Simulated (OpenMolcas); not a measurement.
Fe2+ with its 6 nearest chloride ions at 2.638 Å, on the Na site of NaCl (a = 5.64056 Å, distance in the model lattice 2.820 Å). The rest of the host is ab initio model potentials to 7.6 Å, with orthogonalisation functions on the cations behind the ligands, and point charges beyond; the distance is set by hand and nothing relaxes, and no local charge compensation is placed. Ligand basis ANO-RCC-VDZP.
```
Fe    0.0000    0.0000    0.0000
Cl    2.6380    0.0000    0.0000
Cl    0.0000    2.6380    0.0000
Cl   -2.6380    0.0000    0.0000
Cl    0.0000   -2.6380    0.0000
Cl    0.0000    0.0000    2.6380
Cl    0.0000    0.0000   -2.6380
```

* Program: OpenMolcas 26.06
* Method: SS-CASPT2, IPEA 0.25 Eh, imaginary shift 0.1 Eh (closed shells correlated: 3s 3p and the ligand valence shells)
* Basis: ANO-RCC-VDZP [5s4p2d1f]
* Scalar Hamiltonian: DKH2, point nucleus
* Active space: 6 electrons in 5 orbitals (3d)
* State averaging: 2S+1 = 5 even, 5 roots; 2S+1 = 3 even, 45 roots; 2S+1 = 1 even, 50 roots
* Spin-orbit coupling: state interaction with AMFI integrals over the reference wave functions

Problem. What is the spin-free ground state (labels of O, the rotations of Oh)?

Solution. 5T2, 3-fold in its orbital part, 100 % from free-ion D terms; it has the highest spin that d6 allows.

Problem. Where is the first state of the same spin?

Solution. 5E at 4550 cm-1 above the ground state.

Problem. What are the lowest two levels with spin-orbit coupling?

Solution. A 3-fold level T2, then a 2-fold level E 190 cm-1 above it. Their leading multiplicities are 5 (100 %) and 5 (100 %).

Problem. What is χT at 300 K, and how does it compare with the textbook value?

Solution. The lowest level has 2S+1 = 5, for which the spin-only value is χT = S(S+1) / 2 = 3.000 cm3 K/mol (g = 2). The computed 4.193 at 300 K differs by +1.193, through orbital momentum, spin-orbit coupling and any other state in reach. With a threefold ground state the orbital momentum is unquenched, so the spin-only value is not expected to hold.

Roots that are degenerate in the reference are averaged as groups; the widest CASPT2 spread within a group is 270 cm-1 (the 2-fold group of multiplicity 1 near 75200 cm-1 above the lowest state of its run). Shifts and gaps below about the spread of the groups concerned are not significant. Over all roots computed the reference weight is 0.66 to 0.69; a low but even weight reflects the number of correlated electrons. An orbital triplet at a regular site is open to Jahn-Teller coupling, which can distort the site and quench the lowest spin-orbit gaps and is left out. A single d shell leaves out the double-shell effect, which counts most for late 3d ions, where the CASPT2 field can be off either way by tens of per cent. Ligand-to-metal charge-transfer states are missing. These CASPT2 states fit no ligand-field parameters well, so their order and spin gaps are uncertain. For late 3d ions with one d shell CASPT2 can put B and the spin-flip bands somewhat low as well as high. With one d shell and no ligand orbital active, 10Dq can be off by tens of per cent for divalent 3d ions, low with halides held by bare charges and at times high in hosts. Free-ion shares, where given, are those of the reference states; single-state CASPT2 does not remix them. No measured value stands beside these numbers; the geometry was set by hand and not optimised.
